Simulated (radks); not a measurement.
Cd+, 47 electrons, occupied as [Kr] 4d10 5s1. Calculated with a radial shooting solver on a logarithmic mesh with Libxc functionals: Dirac Kohn-Sham, LDA (Slater exchange, Perdew-Wang correlation), spin-unpolarised, spherical densities, point nucleus.

X-ray form factor f0, the Fourier transform of the density (f0(0) = 47):

sin(theta)/lambda (1/angstrom),f0 (electrons)
0.05,46.313
0.1,44.450
0.15,41.851
0.2,38.945
0.25,36.026
0.3,33.261
0.4,28.485
0.5,24.813
0.6,22.088
0.8,18.396
1,15.669
1.25,12.656
1.5,10.100
2,6.885
